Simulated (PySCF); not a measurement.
These are PBE-D3(BJ)/def2-TZVP // B3LYP-D3(BJ)/def2-TZVP (PySCF) values and carry that method's errors. Gas-phase values, no solvent. One relaxed conformer stands for a flexible species; it need not be the lowest. 

Reference species (SMILES): `[CH3][Ga]([CH3])[CH3]` (neutral, multiplicity 1).

The LUMO is -1.35 eV and the S1 oscillator strength is 0.000.

Changed species: `[NH2][Ga]([NH2])[NH2]` (3 of 3 CH3 replaced by NH2; the reference has 0 of 3 CH3 replaced by NH2).

Q: What does the change do to the LUMO and S1 oscillator strength?

A: the LUMO rises by 0.64 eV, to -0.71 eV; the S1 oscillator strength hardly moves.
